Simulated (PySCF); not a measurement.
A species of formula C3H9FSi has this rotational fingerprint, computed with PySCF 2.14.0, PBE0-D3(BJ)/def2-SVP geometry optimisation, gas phase:

```
Rotational constants : A = 4581, B = 2870, C = 2807 MHz
Dipole components    : |μa| = 0.18 D, |μb| = 0.00 D, |μc| = 1.67 D
Inertial defect      : -106.33 u·Å²
κ                    : -0.93
```

Question: Which candidate fits, each taken in the one conformer that was computed?
A. `C[Si](C)(F)C`
B. `CC(C)(F)[SiH3]`

Answer: B. It is CC(C)(F)[SiH3], a near-prolate asymmetric top, point group Cs. The candidates at the same level (rigid rotor, commonest isotopes):

```csv
SMILES,A (MHz),B (MHz),C (MHz),μa (D),μb (D),μc (D),Δ (u·Å²),point group,rotor
C[Si](C)(C)F,3350,3345,3109,0.01,0.01,1.94,-139.42,–,–
CC(C)(F)[SiH3],4581,2870,2807,0.18,0.00,1.67,-106.33,Cs,near-prolate asymmetric top
```

`C[Si](C)(C)F` has A 27 % too low. In the right answer the mirror of this Cs structure is the ac plane, so μb vanishes by symmetry (the 0.02 D computed is a residue). No structure here is proved a minimum.
